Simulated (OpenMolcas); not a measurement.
## Cu5+: CASPT2 settings compared

```yaml
Program: OpenMolcas
Basis: ANO-RCC-VTZP [6s5p3d2f1g]
Scalar_Hamiltonian: X2C, point nucleus
Active_space: 6 electrons in 5 orbitals (3d)
State_averaging: 2S+1 = 5 even, 5 roots; 2S+1 = 3 even, 30 roots; 2S+1 = 1 even, 13 roots
Spin-orbit_coupling: RASSI with atomic mean-field integrals over the reference wave functions, term energies averaged over their components
```

Methods on the same reference wave functions:
A. CASSCF
B. SS-CASPT2, IPEA 0 Eh, sigma1 regulariser 0.15 Eh (closed shells correlated: 2s 2p 3s 3p)
C. SS-CASPT2, IPEA 0.35 Eh, no level shift (closed shells correlated: 2s 2p 3s 3p)
D. XMS-CASPT2, IPEA 0.2 Eh, imaginary shift 0.5 Eh (closed shells correlated: 2s 2p 3s 3p)

Energies in cm⁻¹ above 3d⁶ ⁵D₄, the measured ground level; measured values from Sugar and Musgrove, J. Phys. Chem. Ref. Data 19, 527 (1990).

| Level | A | B | C | D | Measured |
| --- | --- | --- | --- | --- | --- |
| 3d⁶ ⁵D₄ | 0.0 | 0.0 | 0.0 | 0.0 | 0.0 |
| 3d⁶ ⁵D₃ | 1162 | 1173 | 1171 | 1170 | 1196 |
| 3d⁶ ⁵D₂ | 1945 | 1945 | 1944 | 1944 | 1987 |
| 3d⁶ ⁵D₁ | 2434 | 2420 | 2420 | 2420 | 2490 |
| 3d⁶ ⁵D₀ | 2670 | 2650 | 2650 | 2660 | 2733 |
| 3d⁶ ³H₆ | 32647 | 30790 | 31340 | 31860 | 30418 |
| 3d⁶ ³H₅ | 33186 | 31270 | 31820 | 32340 | 31009 |
| 3d⁶ ³H₄ | 33761 | 31800 | 32360 | 32890 | 31288 |
| 3d⁶ ³P₂ | 35524 | 28910 | 29770 | 30370 | 29285 |
| 3d⁶ ³F₄ | 37455 | 32750 | 33540 | 34150 | 32756 |
| 3d⁶ ³F₃ | 37910 | 33110 | 33920 | 34540 | 33296 |
| 3d⁶ ³F₂ | 38547 | 33680 | 34500 | 35120 | 33740 |
| 3d⁶ ³P₁ | 38789 | 32190 | 33050 | 33650 | 32685 |
| 3d⁶ ³P₀ | 40426 | 33830 | 34690 | 35290 | 33868 |

Deviations, from unrounded energies. A percentage is the sum of absolute deviations over the sum of measured energies, with the sign that they share, or ± where signs differ.

| Against measurement | Levels | A | B | C | D |
| --- | --- | --- | --- | --- | --- |
| mean absolute deviation (cm-1) | 13 | 3100 | 190 | 530 | 930 |
| fine structure of the ground term (%) | 4 | -2.3 | -2.5 | -2.5 | -2.5 |
| other terms of the ground configuration (%) | 9 | +13.8 | ±0.8 | +2.3 | +4.1 |

B lies closest to measurement on these levels and A furthest from it. The largest miss of B in the table is 3d⁶ ³H₄, by +510 cm-1. The ranking rests on the paired levels alone, and a cruder setting can come out closer through cancelling errors.

Among B to D the level of the table that moves most is 3d⁶ ³P₂, by 1500 cm-1 (lowest in B, highest in D). Moves below CASPT2's spread within the term are not significant.

From A to B the spin-free energies of the other terms of 3d⁶ shown, above ⁵D, scale by factors of 0.81 to 0.94, as is usual when dynamic correlation screens the repulsion within a d or f shell.

The lowest spin-free term lies below A's lowest term by 0.510 hartree in B, 0.502 hartree in C, 0.510 hartree in D.

CASPT2 does not keep the components of a term degenerate, so their means are used; among the terms shown or strongly mixed into the levels shown the widest spread is 520 cm-1 (3d⁶ ³H, D). Without dynamic correlation excited terms often stand tens of per cent too high (terms of higher spin than the ground term too low), and those without a measured partner can miss by more than the paired ones (holds for A). Some levels mix across a computed gap that differs much from the measured one, so their mixing is not that of the real levels (holds for B). Measured partners are found by configuration, term and J. A level has none where our copy of the source lacks it or the pairing is in doubt (some pairs that miss far off the trend of their configuration count as doubtful), and it then counts in no deviation. Only configurations of the active space appear. The table leaves out levels that lie high or whose names do not pair safely across all columns.
